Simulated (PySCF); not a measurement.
**Polarisability and C₆ of Ga⁺ (gallium, charge +1)**

[Ar] 3d10 4s2, closed-shell 1S. Computed with PySCF 2.14 in def2-QZVPPD, with the non-relativistic Hamiltonian (point nucleus). Coupled (time-dependent) response in atomic units; α is the mean over directions.

```csv
method,mean α (bohr³),C₆ (like pair),S(−4)
HSE06,19.09,98.31,179.2
```

S(−4) is the Cauchy moment in α(ω) = α(0) + S(−4) ω² + …

α(iu) at HSE06:

```csv
u (hartree),α(iu) (bohr³)
0,19.09
0.0500,18.65
0.100,17.46
0.200,14.01
0.300,10.70
0.500,6.443
0.750,3.959
1.00,2.762
1.50,1.667
2.00,1.170
3.00,0.7069
5.00,0.3659
```

For an ion, C₆ is the dispersion term alone; charge-induced terms of lower order in 1/R come first.
